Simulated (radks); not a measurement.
Results of a calculation; reference values are marked as such.
All-electron atom: the hafnium ion Hf3+ in [Xe] 4f14 5d1. Level of theory: Dirac Kohn-Sham, BLYP, spin-unpolarised, spherical densities, point nucleus; open shells fill j = l - 1/2 first (a radial shooting solver on a logarithmic mesh with Libxc functionals).

Normalised radial functions P(r) = r R(r) (large component), r in bohr:

r           5s1/2    5p1/2
0.003454   0.1365   0.0223
0.004607   0.1571   0.0321
0.006194   0.1739   0.0470
0.008262   0.1800   0.0680
0.01111    0.1671   0.0980
0.01481    0.1263   0.1363
0.01976    0.0498   0.1817
0.02657   -0.0646   0.2269
0.03543   -0.1886   0.2508
0.04764   -0.2758   0.2237
0.06354   -0.2481   0.1156
0.08474   -0.0619  -0.0751
0.1139     0.2324  -0.2853
0.152      0.4060  -0.3523
0.2027     0.2326  -0.1491
0.2725    -0.2629   0.2682
0.3634    -0.5939   0.5300
0.4886    -0.3055   0.3029
0.6517     0.4403  -0.3160
0.8692     1.0273  -0.8792
1.169      1.0509  -1.0251
1.559      0.6645  -0.7636
2.079      0.2692  -0.3859
2.795      0.0628  -0.1224
3.728      0.0080  -0.0232
5.012      0.0004  -0.0020
6.685      0.0000  -0.0001

5s1/2: eigenvalue -93.828 eV, 4 radial nodes at r = 0.0227, 0.0905, 0.235, 0.555 bohr, <r> = 1.13 bohr, 90 % of the charge inside 1.63 bohr. 5p1/2: eigenvalue -67.933 eV, 3 radial nodes at r = 0.0765, 0.227, 0.569 bohr, <r> = 1.25 bohr, 90 % of the charge inside 1.83 bohr.
